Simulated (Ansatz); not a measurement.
Relaxation of a periodic cell of 24 atoms, H$_{16}$CO$_{7}$ (contents 6 H2O + 1 CH3OH, density as packed 0.94 g/cm³ with natural masses), to a largest force component of 0.3 eV/Å in at most 15 steps.

The calculation used Ansatz 0.2.0, DFT PBE-D3(BJ), scalar-relativistic, plane waves, PAW. Settings: accuracy low, cutoff 420 eV, k mesh 1x1x1, fermi-dirac smearing 0.05 eV, no spin polarisation.

```xyz
24
Lattice="6.2743 0.0000 0.0000 0.0000 6.2743 0.0000 0.0000 0.0000 6.2743" Properties=species:S:1:pos:R:3
O 2.574 1.112 5.774
H 2.526 1.053 4.808
H 3.254 0.466 6.014
O 0.502 0.011 5.929
H 0.265 0.537 6.708
H 1.342 -0.405 6.175
O 4.502 5.500 4.225
H 4.166 6.398 4.084
H 3.932 4.948 3.670
O 2.441 3.328 3.634
H 2.025 2.455 3.702
H 2.830 3.333 2.747
O 5.726 2.169 5.580
H 5.044 1.741 6.118
H 6.505 2.180 6.155
O 3.193 5.151 1.623
H 3.075 4.362 1.074
H 4.098 5.070 1.959
C 6.161 1.847 2.954
O 4.914 1.345 2.489
H 5.964 2.850 3.332
H 5.071 0.450 2.148
H 6.575 1.243 3.770
H 6.906 1.917 2.152
```

Q: Where does it end, and by what steps?

A: The run ended unconverged. Limits of this set-up: coarse k mesh, low accuracy level. After 14 steps the energy has fallen by 3.813 eV; H15 moved furthest, 1.84 Å.

```tsv
step	energy less start (eV)	largest force component (eV/Å)	accepted
0	0.0000	1.802	yes
1	-0.8420	0.964	yes
2	-1.2757	1.451	yes
3	-1.6804	0.765	yes
4	-1.9387	0.533	yes
5	-2.1645	1.169	yes
6	-2.3946	1.810	yes
7	-2.6760	0.977	yes
8	-2.8991	0.770	yes
9	-3.1106	0.805	yes
10	-3.2929	0.759	yes
11	-3.4420	0.732	yes
12	-3.5782	1.495	yes
13	-3.7380	1.002	yes
14	-3.8131	2.126	yes
```

```xyz
24
Lattice="6.2743 0.0000 0.0000 0.0000 6.2743 0.0000 0.0000 0.0000 6.2743" Properties=species:S:1:pos:R:3
O 2.381 0.950 5.623
H 2.774 1.749 5.159
H 3.149 0.661 6.226
O 0.541 -0.896 6.733
H 0.868 -0.242 6.075
H 1.388 -1.223 7.136
O 4.536 5.242 3.543
H 4.261 6.177 3.532
H 3.854 4.757 4.065
O 2.532 3.296 3.918
H 1.606 3.489 4.160
H 2.563 3.428 2.942
O 4.984 3.168 6.141
H 5.165 2.420 6.767
H 5.695 3.827 6.293
O 3.041 4.439 1.336
H 3.650 3.955 0.709
H 3.660 4.846 1.994
C 6.280 1.759 2.652
O 5.334 1.136 1.765
H 5.824 2.694 3.010
H 5.788 0.334 1.404
H 6.495 1.116 3.520
H 7.223 1.978 2.121
```

Time of the run: 26 s on 1 thread of Arm Neoverse V1, on a shared host, peak memory 0.33 GiB.
